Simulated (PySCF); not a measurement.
Screening by computed properties: pick the candidate that meets the target.

All species are isolated and taken at one optimised geometry, non-relativistic unless stated. Electronic properties by PySCF.

The conformers computed, where there is a choice (atom-mapped SMILES and torsion angles):
- `[CH3:1][C:2](=[O:3])[c:4]1[n:5][o:6][c:7]([CH3:8])[n:9]1`: C1–C2–C4–N5 180°
- `[CH2:1]1[CH2:2][CH:3]1[CH:4]1[CH2:5][CH2:6]1`: C2–C3–C4–C5 110°
- `[CH3:1][O:2][SiH2:3][PH:4][SiH2:5][CH3:6]`: C1–O2–Si3–P4 -42°, O2–Si3–P4–Si5 -168°, Si3–P4–Si5–C6 63°
- `[CH3:1][CH2:2][C:3]1=[CH:4][CH2:5][CH2:6]1`: C1–C2–C3–C4 3°
- `[CH2:1]=[C:2]=[C:3]([CH3:4])[CH:5]=[CH2:6]`: C2–C3–C5–C6 180°
- `[CH2:1]=[CH:2]/[CH:3]=[CH:4]\[CH2:5][CH3:6]`: C1–C2–C3–C4 179°, C3–C4–C5–C6 -119°
- `[CH3:1][C:2](=[O:3])[O:4][c:5]1[n:6][cH:7][cH:8][nH:9]1`: C1–C2–O4–C5 180°, C2–O4–C5–N6 180°

The conformers of `C1C[C@@H]2C[C@@H]2C1` and `C1C[C@H]2C[C@@H]1C2` aren't listed.

(1) Wanted: HOMO–LUMO gap below 8.8 eV (CAM-B3LYP/def2-SVPD) and HOMO energy above -8.5 eV (CAM-B3LYP/def2-SVPD), at GFN2-xTB geometries. Which candidate meets both?
A. `CCC1=CCC1`
B. `[C@H]12[C@H](C1)CCC2`
C. `C1C[C@H]2C[C@@H]1C2`
D. `CO[SiH2]P[SiH2]C`
E. `C1CC1C1CC1`
F. `CC1=CC=CC1`
G. `c1(C(=O)C)noc(n1)C`

(2) Wanted: smallest rotational constant below 0.8 GHz (GFN2-xTB) and electronic spatial extent ⟨r²⟩ about the centre of nuclear charge above 800 bohr² (CAM-B3LYP/def2-SVPD), at GFN2-xTB geometries. Which candidate meets both?
A. `C=C=C(C=C)C`
B. `C=C/C=C\CC`
C. `CC1=CC=CC1`
D. `C1(C2CC2)CC1`
E. `CC(=O)C1=NOC(C)=N1`
F. `CCC1=CCC1`
G. `CO[SiH2]P[SiH2]C`

(3) Wanted: lowest singlet excitation above 7.5 eV (TDDFT CAM-B3LYP/def2-SVPD) and lowest triplet excitation (Tamm–Dancoff) above 8 eV (TDA CAM-B3LYP/def2-SVPD), at GFN2-xTB geometries. Which candidate meets both?
A. `C1C[C@@H]2C[C@@H]2C1`
B. `C1C[C@H]2C[C@@H]1C2`
C. `C1CC1C1CC1`
D. `C1CC=C1CC`
E. `C=C/C=C\CC`
F. `CC(=O)c1noc(C)n1`
G. `[SiH2](C)P[SiH2]OC`

(4) Wanted: dipole moment between 0.4 D and 4.6 D (CAM-B3LYP/def2-SVPD) and static isotropic polarisability below 79 au (CAM-B3LYP/def2-SVPD), at GFN2-xTB geometries. Which candidate meets both?
A. `c1nnc([SiH3])cc1`
B. `O(C(=O)C)c1ncc[nH]1`
C. `CC(=O)c1noc(C)n1`
D. `C1(CC1)C1CC1`
E. `CO[SiH2]P[SiH2]C`
F. `CC(C=C)=C=C`

Answers

(1) F. Computed values:
| species | HOMO–LUMO gap | HOMO energy |
| --- | --- | --- |
| CC1=CC=CC1 | 8.03 eV | -7.30 eV |
| c1(C(=O)C)noc(n1)C | 8.40 eV | -9.30 eV |
| CO[SiH2]P[SiH2]C | 9.12 eV | -8.33 eV |
| CCC1=CCC1 | 9.57 eV | -8.12 eV |
| C1CC1C1CC1 | 10.28 eV | -8.61 eV |
| [C@H]12[C@H](C1)CCC2 | 10.52 eV | -9.02 eV |
| C1C[C@H]2C[C@@H]1C2 | 11.41 eV | -9.95 eV |

(2) G. Computed values:
| species | smallest rotational constant | electronic spatial extent ⟨r²⟩ about the centre of nuclear charge |
| --- | --- | --- |
| CO[SiH2]P[SiH2]C | 0.742 GHz | 1609 bohr² |
| CC(=O)C1=NOC(C)=N1 | 0.891 GHz | 1257 bohr² |
| C=C/C=C\CC | 1.482 GHz | 856 bohr² |
| C=C=C(C=C)C | 1.796 GHz | 697 bohr² |
| CCC1=CCC1 | 1.940 GHz | 681 bohr² |
| C1(C2CC2)CC1 | 2.044 GHz | 660 bohr² |
| CC1=CC=CC1 | 2.416 GHz | 550 bohr² |

(3) B. Computed values:
```csv
species,lowest singlet excitation,lowest triplet excitation (Tamm–Dancoff)
CC(=O)c1noc(C)n1,3.87 eV,3.33 eV
C=C/C=C\CC,5.78 eV,3.21 eV
[SiH2](C)P[SiH2]OC,6.02 eV,5.43 eV
C1CC=C1CC,6.68 eV,4.40 eV
C1CC1C1CC1,7.40 eV,7.28 eV
C1C[C@@H]2C[C@@H]2C1,7.56 eV,7.43 eV
C1C[C@H]2C[C@@H]1C2,8.47 eV,8.29 eV
```

(4) B. Computed values:
| species | dipole moment | static isotropic polarisability |
| --- | --- | --- |
| C1(CC1)C1CC1 | 0.00 D | 66.9 au |
| CC(C=C)=C=C | 0.30 D | 80.3 au |
| CO[SiH2]P[SiH2]C | 0.59 D | 109.5 au |
| O(C(=O)C)c1ncc[nH]1 | 2.17 D | 77.7 au |
| c1nnc([SiH3])cc1 | 3.94 D | 83.7 au |
| CC(=O)c1noc(C)n1 | 5.19 D | 75.8 au |
